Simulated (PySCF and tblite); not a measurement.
Values are calculated unless marked as measured or tabulated.
C4H3ClS2, numbered as in [SH:1][c:2]1[s:3][cH:4][cH:5][c:6]1[Cl:7]. Search: ETKDG and KDG, MMFF94s, GFN2-xTB, 60 starts; geometries at GFN2-xTB. Free energies are PBE0-D3(BJ)/def2-SVP (IEF-PCM, acetonitrile) single points with GFN2-xTB rigid-rotor and vibrational terms (modes under about 100 cm⁻¹ blended into free rotors). Symmetry numbers and mirror images are counted. Conformers within 2.5 kcal/mol (GFN2-xTB free energy) were kept, 5 at most. GIAO shieldings: wB97X-D/pcSseg-1 (IEF-PCM, acetonitrile). Shifts are against TMS (¹H), TMS (¹³C) at the same level. Codes: tblite and PySCF.

Torsions listed: H1–S1–C2–S3.

| conformer | shape | point group | mirror pair | ΔE(DFT) | Δ(G−E) at 350 K | δ H4 (ppm) |
| --- | --- | --- | --- | --- | --- | --- |
| 1 | 180° | Cs | no | 0.00 | 0.00 | 7.37 |
| 2 | 0° | Cs | no | 0.08 | -0.20 | 7.25 |

Energies in kcal/mol; the thermal term leaves out symmetry numbers and mirror images.

Question: Work out the weights at 350 K and the ¹H shift of H4 under fast exchange.

Answer: RT = 0.696 kcal/mol. Each conformer gets RT ln(σ/g), with σ the rotational symmetry number and g = 2 for a mirror pair: 1: σ = 1, g = 1, G = 0.00 + 0.00 + 0.00 = 0.00, 0.12 above the lowest, exp(−ΔG/RT) = 0.846; 2: σ = 1, g = 1, G = 0.08 − 0.20 + 0.00 = -0.12, 0.00 above the lowest, exp(−ΔG/RT) = 1.000. The sum is 1.846, so the weights are 45.8, 54.2 %. The averaged shift is 7.30 ppm. At 298.15 K it is 7.30 ppm. At 298.15 K the leading conformer alone gives 7.25 ppm and bare DFT energies give 7.31 ppm.

The minima are those of GFN2-xTB; planar forms about aryl–S or allylic bonds may be saddles in DFT. Other tautomers (keto or thione forms) aren't considered and may dominate.
